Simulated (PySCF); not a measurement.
A calculated (UHF, PySCF 2.14, pcseg-2, the non-relativistic Hamiltonian (point nucleus)) atom or ion has these occupied shells.

```tsv
shell	electrons	orbital energy (eV)	rms radius, mean of both spins (bohr)
1s	2	-222.83	0.379
2s	2	-23.769	1.96
```

Q: Name the element and its charge.

A: B⁺ (boron, charge +1), in [He] 2s2, closed-shell 1S.
